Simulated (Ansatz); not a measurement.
`[SiH3][SiH2][TeH]` + HBr → `[SiH3][SiH2]Br` + H₂Te at 298.15 K and 1 bar (ligand exchange at the Si–Te bond).

Gas-phase electronic energies from Ansatz, PBE0-D4/def2-TZVP geometries. CBS: MP2 limit from def2 TZ/QZ plus the TZ coupled-cluster correction, frozen cores. Elements past krypton have def2 core potentials. For Br, Te outer-core shells are correlated without core-valence functions, which leaves a few kJ/mol of doubt a bond. Scalar relativity is left out up to krypton.

```json
{"species": "`[SiH3][SiH2][TeH]`", "CCSD(T)/CBS energy (Eh)": "-849.49595", "H − E (kJ/mol)": "148.7", "S (J/(mol·K))": "367.4"}
{"species": "HBr", "CCSD(T)/CBS energy (Eh)": "-2573.91920", "H − E (kJ/mol)": "24.6", "S (J/(mol·K))": "198.6"}
{"species": "`[SiH3][SiH2]Br`", "CCSD(T)/CBS energy (Eh)": "-3154.51510", "H − E (kJ/mol)": "130.6", "S (J/(mol·K))": "334.9"}
{"species": "H₂Te", "CCSD(T)/CBS energy (Eh)": "-268.91024", "H − E (kJ/mol)": "41.3", "S (J/(mol·K))": "228.4"}
```

H − E and S are ideal-gas, rigid-rotor, harmonic terms from PBE0-D4/def2-TZVP. 1 Eh = 2625.50 kJ/mol, R = 8.31446 J/(mol·K).

Task: By hand: ΔE, ΔH, ΔS and ΔG.

Result: ΔE = (-3154.51510) + (-268.91024) − (-849.49595) − (-2573.91920) = -0.01019 Eh = -26.8 kJ/mol. Δ(H − E) = 130.6 + 41.3 − 148.7 − 24.6 = -1.4, so ΔH = -28.2 kJ/mol. ΔS = 334.9 + 228.4 − 367.4 − 198.6 = -2.7 J/(mol·K). ΔG = -28.2 − 298.15 × (-2.7)/1000 = -27.4 kJ/mol.

Task: By hand: the equilibrium constant, and the temperature at which ΔG would vanish if ΔH and ΔS stayed fixed.

Result: log₁₀ K = −ΔG/(RT ln 10) = 4.8. ΔG = 0 at ΔH/ΔS = 10444 K, far beyond where these terms or the molecules hold.

The number of gas molecules stays the same, so ΔS is small and ΔH decides. A doubt of 5 kJ/mol in ΔE shifts log₁₀ K by 0.9 here. Modes under 60 cm⁻¹, often nearly free rotors, make the harmonic entropy too high. These are equilibria of isolated gas molecules and say nothing of rates. Largest T1 diagnostic: 0.012 (customary marks: 0.02 for closed shells, 0.045 for open ones).
